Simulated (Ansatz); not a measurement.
`C[O][AlH][SiH2][SiH3]` + HBr → `[SiH3][SiH2]Br` + `C[O][AlH2]`  (cleavage of the Si–Al bond)

Program: Ansatz. Geometries: PBE0-D4/def2-TZVP. ΔE: electronic, gas phase. CBS: MP2 limit from def2 TZ/QZ plus the TZ coupled-cluster correction, frozen cores. Functionals use def2-TZVPP. B3LYP here is the variant with VWN-RPA as its local correlation; programs differ in this. For Br outer-core shells are correlated without core-valence functions, which leaves a few kJ/mol of doubt a bond. Scalar relativity is left out up to krypton. Each species was taken in one conformer, which may not be the lowest.

| level | ΔE (kcal/mol) |
| --- | --- |
| B3LYP-D4 | -17.4 |
| CCSD/def2-TZVPP | -17.2 |
| CCSD(T)/def2-TZVPP | -16.4 |
| MP2/def2-QZVPP | -20.1 |

(1) What does CCSD(T)/CBS give? (Best estimate.)

Largest T1 diagnostic among the species: 0.014.

## Answers

(1) Ansatz gave: -17.9 kcal/mol. The listed levels differ from it by 0.5, 0.7, 1.5, -2.2 kcal/mol.

From PBE to PBE0 (25 % exact exchange), in def2-TZVPP and without D4, ΔE moves by −1.5 kcal/mol. In def2-TZVPP, CCSD(T) changes the Hartree–Fock value by +6.8 kcal/mol (the triples alone add +0.8 kcal/mol) and MP2 by +4.1 kcal/mol.
